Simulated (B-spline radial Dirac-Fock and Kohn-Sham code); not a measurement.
**Xe: non-radiative channels of the 4d3/2 vacancy**

System: atomic xenon, configuration [Kr] 4d10 5s2 5p6.

Model: independent-particle rates on relativistic LDA orbitals of the hole state (multipoles up to L = 3, Coulomb Auger matrix elements, transition energies from Dirac-Fock). Program: a radial B-spline solver. Kinetic energies are configuration averages from the vacuum level; the two-hole energies are estimated from single-hole states.

| transition | kinetic energy (eV) | width (meV) | share (%) |
| --- | --- | --- | --- |
| N4-O1O1 | 4.42 | 32.6 | 33.0 |
| N4-O1O2 | 20.55 | 6.50 | 6.6 |
| N4-O1O3 | 22.00 | 4.39 | 4.4 |
| N4-O2O2 | 33.67 | 15.0 | 15.2 |
| N4-O2O3 | 35.76 | 31.7 | 32.1 |
| N4-O3O3 | 37.01 | 8.69 | 8.8 |

Channels within a few eV of threshold rest on estimated energies and may be closed in reality. The listed channels hold 100 % of the non-radiative rate. Summed by principal shells, of 0.0989 eV in all: NOO 100.0 %.

Values without a named source are computed, but for edge energies of neutral atoms, which are taken from tables.
